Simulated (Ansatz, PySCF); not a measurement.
Dimer: NH3 (SMILES N) (first 4 atoms) with SiH4 (SMILES [SiH4]); geometry from B3LYP-D3(BJ)/def2-TZVP, rigid monomers moved along the line of their centres of mass till N1···Si5 is 4.19 Å.
(charge 0, multiplicity 1):
```xyz
9

N      0.070     0.164    -0.007
H     -0.744     0.643     0.360
H      0.038    -0.793     0.325
H      0.890     0.601     0.394
Si    -0.024     0.011     4.183
H      1.211     0.699     3.746
H     -0.058    -0.043     5.663
H     -0.044    -1.366     3.642
H     -1.206     0.754     3.693
```

Interaction energies are E(AB) − E(A) − E(B) at the monomers' geometry in the complex; basis-set methods are counterpoise corrected. Rows marked so take none.

Cores are frozen in the correlated methods. Rows in 3-21G, 6-311+G**, 6-31G* carry no dispersion term and start afresh at each structure (6-31G* with six Cartesian d functions).

The values were computed with Ansatz (Gaussian basis) for Hartree–Fock, density functionals and correlated methods; PySCF for 3-21G rows, 6-311+G** rows, 6-31G* rows, the dispersion terms. Each number belongs to the level named beside it.

```csv
level,interaction energy (kJ/mol)
HF/6-31G* (no counterpoise),-3.5
PBE-D3(BJ)/def2-TZVPPD,-4.1
B3LYP/3-21G (no counterpoise),-10.2
B3LYP/6-311+G** (no counterpoise),(withheld)
B3LYP-D3(BJ)/def2-TZVPPD,-3.0
B3LYP-D4/def2-TZVPPD,-2.4
PBE0/def2-TZVPPD,(withheld)
CCSD/aug-cc-pV(T+d)Z,-2.2
CCSD(T)/aug-cc-pV(T+d)Z,-2.7
```

Question: Some entries are withheld; supply them.

Answer: 
- B3LYP/6-311+G** (no counterpoise), interaction energy (kJ/mol): 0.3
- PBE0/def2-TZVPPD, interaction energy (kJ/mol): -1.4

Ansatz is a quantum-chemistry and plane-wave program.
